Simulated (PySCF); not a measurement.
# Two-dimensional NMR puzzle

Compound of formula C$_{8}$H$_{12}$N$_{2}$. Correlations simulated from computed shifts and the bond graph:

HSQC (one-bond C–H):
| δH | δC |
| --- | --- |
| 9.74 | 155.8 |
| 9.46 | 155.5 |
| 7.24 | 124.7 |
| 1.36 | 31.9 |

COSY cross peaks (H two or three bonds apart, from the bond graph; peaks can be absent where the dihedral angle is near 90°):
| δH | δH |
| --- | --- |
| 9.46 | 7.24 |

HMBC (two and three bonds, from the bond graph):
| δH | δC |
| --- | --- |
| 9.74 | 153.5, 124.7, 35.1 |
| 9.46 | 153.5, 124.7 |
| 7.24 | 155.8, 155.5, 153.5, 35.1 |
| 1.36 | 153.5, 35.1, 31.9 |

Carbons without hydrogens: δ 153.5, 35.1.

[PySCF 2.14: shielding tensors at PBE0/pcSseg-1 (GIAO); geometry: GFN2-xTB; averaged over atoms made equivalent by symmetry, fast rotation or ring inversion; a single conformation; no relativistic terms; in vacuum]

Shifts are taken against calculated references (same method and geometry level): $^{1}$H (31.72 ppm) and $^{13}$C (186.93 ppm) against TMS.

Exchangeable hydrogens are left out of these lists.

**Question.** Which molecule is this?

**Answer.** `CC(C)(C)c1ccnnc1`.

Numbering as in the mapped SMILES `[CH3:1][C:2]([CH3:3])([CH3:4])[c:5]1[cH:6][cH:7][n:8][n:9][cH:10]1`. Hydrogens are named by the atom that carries them.

δC 155.8 is C10, an aromatic CH next to a ring nitrogen (δH 9.74). δC 155.5 is C7, an aromatic CH next to a ring nitrogen (δH 9.46). δC 153.5 is C5, a substituted aromatic carbon. δC 124.7 is C6, an aromatic CH (δH 7.24). δC 35.1 is C2, a quaternary sp3 carbon on an aromatic ring. δC 31.9 is C1/C3/C4, a methyl carbon (δH 1.36). HMBC from δH 9.74 reaches the proton-free carbons C5, C2. HMBC from δH 9.46 reaches the proton-free carbon C5. HMBC from δH 7.24 reaches the proton-free carbons C5, C2. HMBC from δH 1.36 reaches the proton-free carbons C5, C2. COSY links 9.46–7.24.

This is the structure that produced the data.

Shifts are as computed. Against solution values, carbons near 30 ppm lie about +3 ppm off and those near 130 ppm about +5 ppm. Of 1211 compounds with measured shifts, 218 miss one by over three times the rms of a fit or turn the order of signals round; such compounds aren't used in these exercises.
